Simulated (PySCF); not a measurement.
F₆Si (SMILES F[Si-2](F)(F)(F)(F)F), charge -2, singlet, at a GFN2-xTB geometry (in this run its highest filled SCF level lies above zero, so its values depend strongly on the basis, on diffuse functions most of all); M06L/STO-3G (PySCF).

Input for PySCF:
```python
from pyscf import gto, scf, dft

mol = gto.Mole()
mol.atom = '''
    F     0.39884880   -1.65434300   -0.16462041
    Si    0.00000000    0.00000000   -0.00000000
    F     1.17504728    0.40027767   -1.17561587
    F    -1.17504728   -0.40027767    1.17561587
    F     1.17610141    0.16111496    1.23038955
    F    -0.39884880    1.65434300    0.16462041
    F    -1.17610141   -0.16111496   -1.23038955
'''
mol.basis = 'sto-3g'
mol.charge = -2
mol.verbose = 4
mol.build()

mf = dft.RKS(mol)
mf.xc = 'm06l'
mf.grids.atom_grid = (99, 590)
mf.kernel()
mf.analyze()
```

Question: Predict the main parts of the log of this PySCF run.

Answer: 
```
PySCF version 2.14.0

[INPUT] verbose = 4
[INPUT] num. atoms = 7
[INPUT] num. electrons = 70
[INPUT] charge = -2
[INPUT] spin (= nelec alpha-beta = 2S) = 0
[INPUT] symmetry False subgroup None
[INPUT] Mole.unit = angstrom
[INPUT] Symbol           X                Y                Z      unit          X                Y                Z       unit  Magmom
[INPUT]  1 F      0.398848800000  -1.654343000000  -0.164620410000 AA    0.753714997111  -3.126255186091  -0.311087489414 Bohr   0.0
[INPUT]  2 Si     0.000000000000   0.000000000000   0.000000000000 AA    0.000000000000   0.000000000000   0.000000000000 Bohr   0.0
[INPUT]  3 F      1.175047280000   0.400277670000  -1.175615870000 AA    2.220517542615   0.756415170079  -2.221592021992 Bohr   0.0
[INPUT]  4 F     -1.175047280000  -0.400277670000   1.175615870000 AA   -2.220517542615  -0.756415170079   2.221592021992 Bohr   0.0
[INPUT]  5 F      1.176101410000   0.161114960000   1.230389550000 AA    2.222509559615   0.304463148970   2.325099276027 Bohr   0.0
[INPUT]  6 F     -0.398848800000   1.654343000000   0.164620410000 AA   -0.753714997111   3.126255186091   0.311087489414 Bohr   0.0
[INPUT]  7 F     -1.176101410000  -0.161114960000  -1.230389550000 AA   -2.222509559615  -0.304463148970  -2.325099276027 Bohr   0.0

nuclear repulsion = 484.334518229102
number of shells = 23
number of NR pGTOs = 117
number of NR cGTOs = 39
basis = sto-3g
ecp = {}

******** <class 'pyscf.dft.rks.RKS'> ********
method = RKS
initial guess = minao
damping factor = 0
level_shift factor = 0
DIIS = <class 'pyscf.scf.diis.CDIIS'>
diis_start_cycle = 1
diis_space = 8
diis_damp = 0
SCF conv_tol = 1e-09
SCF conv_tol_grad = None
SCF max_cycles = 50
direct_scf = True
direct_scf_tol = 1e-13
XC library pyscf.dft.libxc version 7.1.2
    S. Lehtola, C. Steigemann, M. J. T. Oliveira, and M. A. L. Marques,  SoftwareX 7, 1–5 (2018)
XC functionals = m06l
    Y. Zhao and D. G. Truhlar,  J. Chem. Phys. 125, 194101 (2006)
    Y. Zhao and D. G. Truhlar,  J. Chem. Phys. 125, 194101 (2006)
    Y. Zhao and D. G. Truhlar,  Theor. Chem. Acc. 120, 215 (2008)
radial grids:
    Treutler-Ahlrichs [JCP 102, 346 (1995); DOI:10.1063/1.469408] (M4) radial grids

becke partition: Becke, JCP 88, 2547 (1988); DOI:10.1063/1.454033
pruning grids: <function nwchem_prune>
grids dens level: 3
symmetrized grids: False
atomic radii adjust function: <function treutler_atomic_radii_adjust>
User specified grid scheme (99, 590)
small_rho_cutoff = 0
Set gradient conv threshold to 3.16228e-05
Initial guess from minao.
tot grids = 221712
init E= -876.86028164691
  HOMO = -0.525206765476733  LUMO = -0.0197550487068826  gap/eV = 13.75404
cycle= 1 E= -875.894782781779  delta_E= 0.965  |g|= 0.724  |ddm|= 3.06
  HOMO = 0.502354334573235  LUMO = 0.823364314542165  gap/eV = 8.73513
cycle= 2 E= -875.992352063305  delta_E= -0.0976  |g|= 0.521  |ddm|= 1.91
  HOMO = 0.475814096300047  LUMO = 0.858646884898211  gap/eV = 10.41741
cycle= 3 E= -876.089592221994  delta_E= -0.0972  |g|= 0.0117  |ddm|= 0.864
  HOMO = 0.473196121226898  LUMO = 0.852871395537497  gap/eV = 10.33149
cycle= 4 E= -876.089649437147  delta_E= -5.72e-05  |g|= 0.00039  |ddm|= 0.0257
  HOMO = 0.473163487775653  LUMO = 0.852814546741475  gap/eV = 10.33083
cycle= 5 E= -876.089649496775  delta_E= -5.96e-08  |g|= 1.18e-05  |ddm|= 0.000753
  HOMO = 0.473164418796597  LUMO = 0.852815329526357  gap/eV = 10.33083
cycle= 6 E= -876.089649496795  delta_E= -2.07e-11  |g|= 9.35e-06  |ddm|= 4.08e-05
  HOMO = 0.473161900605385  LUMO = 0.852815404443679  gap/eV = 10.33090
Extra cycle  E= -876.089649496794  delta_E= 1.14e-12  |g|= 9.75e-06  |ddm|= 3.77e-05
converged SCF energy = -876.089649496794
**** SCF Summaries ****
Total Energy =                        -876.089649496794209
Nuclear Repulsion Energy =             484.334518229101775
One-electron Energy =                -2239.040944841051896
Two-electron Energy =                  878.616777115155969
Two-electron Coulomb Energy =          965.009441395665363
DFT Exchange-Correlation Energy =      -86.392664280509408
HOMO-LUMO gap [eV] =                    10.330898046789356
**** MO energy ****
MO #1   energy= -64.5625858232171  occ= 2
MO #2   energy= -23.3851528038765  occ= 2
MO #3   energy= -23.3849228391731  occ= 2
MO #4   energy= -23.384920677596   occ= 2
MO #5   energy= -23.3849084785856  occ= 2
MO #6   energy= -23.3842419087536  occ= 2
MO #7   energy= -23.3842329281397  occ= 2
MO #8   energy= -4.55257928185105  occ= 2
MO #9   energy= -2.82619101901266  occ= 2
MO #10  energy= -2.82619044941492  occ= 2
MO #11  energy= -2.8261901516167   occ= 2
MO #12  energy= -0.462817980276985 occ= 2
MO #13  energy= -0.410061366926812 occ= 2
MO #14  energy= -0.410046844442296 occ= 2
MO #15  energy= -0.410034567832101 occ= 2
MO #16  energy= -0.382466954895984 occ= 2
MO #17  energy= -0.382454821992403 occ= 2
MO #18  energy= 0.181442957846522  occ= 2
MO #19  energy= 0.279525067378165  occ= 2
MO #20  energy= 0.279553591264001  occ= 2
MO #21  energy= 0.279561583840893  occ= 2
MO #22  energy= 0.412271865057669  occ= 2
MO #23  energy= 0.412283734775161  occ= 2
MO #24  energy= 0.430746315917888  occ= 2
MO #25  energy= 0.430751564471662  occ= 2
MO #26  energy= 0.430758298898     occ= 2
MO #27  energy= 0.454137500807042  occ= 2
MO #28  energy= 0.454156829988901  occ= 2
MO #29  energy= 0.45417718712539   occ= 2
MO #30  energy= 0.456361424149025  occ= 2
MO #31  energy= 0.456370021327911  occ= 2
MO #32  energy= 0.456382821381461  occ= 2
MO #33  energy= 0.473150541780684  occ= 2
MO #34  energy= 0.473155308501967  occ= 2
MO #35  energy= 0.473161900605385  occ= 2
MO #36  energy= 0.852815404443679  occ= 0
MO #37  energy= 1.00806244377179   occ= 0
MO #38  energy= 1.00806788122587   occ= 0
MO #39  energy= 1.00809428124168   occ= 0
 ** Mulliken pop on meta-lowdin orthogonal AOs  **
 ** Mulliken pop  **
pop of  0 F 1s            1.99996
pop of  0 F 2s            1.91762
pop of  0 F 2px           1.93798
pop of  0 F 2py           1.64304
pop of  0 F 2pz           1.95307
pop of  1 Si 1s           1.99999
pop of  1 Si 2s           1.99982
pop of  1 Si 3s           1.06422
pop of  1 Si 2px          1.99851
pop of  1 Si 2py          1.99851
pop of  1 Si 2pz          1.99851
pop of  1 Si 3px          0.74345
pop of  1 Si 3py          0.74345
pop of  1 Si 3pz          0.74345
pop of  2 F 1s            1.99996
pop of  2 F 2s            1.91762
pop of  2 F 2px           1.79820
pop of  2 F 2py           1.93785
pop of  2 F 2pz           1.79805
pop of  3 F 1s            1.99996
pop of  3 F 2s            1.91762
pop of  3 F 2px           1.79820
pop of  3 F 2py           1.93785
pop of  3 F 2pz           1.79805
pop of  4 F 1s            1.99996
pop of  4 F 2s            1.91762
pop of  4 F 2px           1.79792
pop of  4 F 2py           1.95321
pop of  4 F 2pz           1.78297
pop of  5 F 1s            1.99996
pop of  5 F 2s            1.91762
pop of  5 F 2px           1.93798
pop of  5 F 2py           1.64304
pop of  5 F 2pz           1.95307
pop of  6 F 1s            1.99996
pop of  6 F 2s            1.91762
pop of  6 F 2px           1.79792
pop of  6 F 2py           1.95321
pop of  6 F 2pz           1.78297
 ** Mulliken atomic charges  **
charge of    0F =     -0.45168
charge of    1Si =      0.71008
charge of    2F =     -0.45168
charge of    3F =     -0.45168
charge of    4F =     -0.45168
charge of    5F =     -0.45168
charge of    6F =     -0.45168

WARN: System has nonzero charge -2; the dipole moment is origin-dependent.
Location of origin: [0. 0. 0.]

Dipole moment(X, Y, Z, Debye): -0.00000,  0.00000, -0.00000
```
